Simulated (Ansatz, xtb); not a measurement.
# CH3BeN: which of two structures lies lower

Structure I is `[BeH][N]=C`, a singlet and structure II is a singlet given by its coordinates. Both are isolated molecules in the gas phase, relaxed with B3LYP-D3(BJ)/def2-SVP.

I (Å):

| atom | x (Å) | y (Å) | z (Å) |
| --- | --- | --- | --- |
| C | -0.5623 | 1.1381 | 0.3662 |
| Be | -2.6797 | 0.5360 | 1.9896 |
| N | -1.5299 | 0.8627 | 1.1083 |
| H | -3.7055 | 0.2446 | 2.7756 |
| H | 0.4026 | 0.5843 | 0.4014 |
| H | -0.5923 | 1.9579 | -0.3860 |

II (Å):

```json
{"atom": "C", "x (Å)": "-0.8380", "y (Å)": "1.1661", "z (Å)": "1.5347"}
{"atom": "Be", "x (Å)": "-2.0086", "y (Å)": "-0.0327", "z (Å)": "1.2821"}
{"atom": "N", "x (Å)": "-1.5476", "y (Å)": "1.3192", "z (Å)": "0.4648"}
{"atom": "H", "x (Å)": "-2.8058", "y (Å)": "-1.0963", "z (Å)": "1.3677"}
{"atom": "H", "x (Å)": "-0.0413", "y (Å)": "1.8738", "z (Å)": "1.8193"}
{"atom": "H", "x (Å)": "-1.4489", "y (Å)": "2.0876", "z (Å)": "-0.2094"}
```

Close contacts (Å): C1–Be2 1.69, C1–N3 1.29, Be2–N3 1.65, C1–H5 1.10, Be2–H4 1.33, N3–H6 1.03.

Energies in hartree; the thermal terms are from B3LYP-D3(BJ)/def2-SVP harmonic frequencies (ideal gas, rigid rotor, one conformer each, 298.15 K, 1 atm) and include the zero-point energy:

|  | I | II |
| --- | --- | --- |
| E, CCSD(T)/def2-TZVPP | −109.206921 | −109.186242 |
| zero-point energy | 0.037446 | 0.038571 |
| H(298 K) − E | 0.042760 | 0.043170 |
| G(298 K) − E | 0.013746 | 0.014561 |

**Question.** Work out ΔE, ΔE₀, ΔH and ΔG for I → II in kcal/mol (1 Eh = 627.51 kcal/mol) and the equilibrium ratio [II]/[I].

**Answer.** 1. ΔE = −109.186242 − (−109.206921) = +0.020679 Eh = +12.98 kcal/mol.
2. ΔE₀ = ΔE + ΔZPE = +0.020679 + (+0.001125) Eh = +13.68 kcal/mol.
3. ΔH = ΔE + (+0.000410) Eh = +13.23 kcal/mol.
4. ΔG = ΔE + (+0.000815) Eh = +13.49 kcal/mol, so ΔS = (ΔH − ΔG)/T = −3.6 J/(mol K).
5. kT = 0.9442 mEh, so K = [II]/[I] = exp(−ΔG/kT) = exp(−22.76) ≈ 1.3 × 10^−10.

Structure I is favoured at this temperature. An error of 1 kcal/mol in ΔG would change K by a factor of 5.4. Mirror images and further conformers aren't counted.

Other levels gave ΔE = +15.8 (B3LYP-D3(BJ)/def2-SVP); +14.5 (HF/def2-TZVPP); +13.6 (MP2/def2-TZVPP) kcal/mol. The correlated steps freeze 2 core orbitals; the last core shell of Be is correlated, in a basis made for valence electrons. Programs: Ansatz 0.2.0.
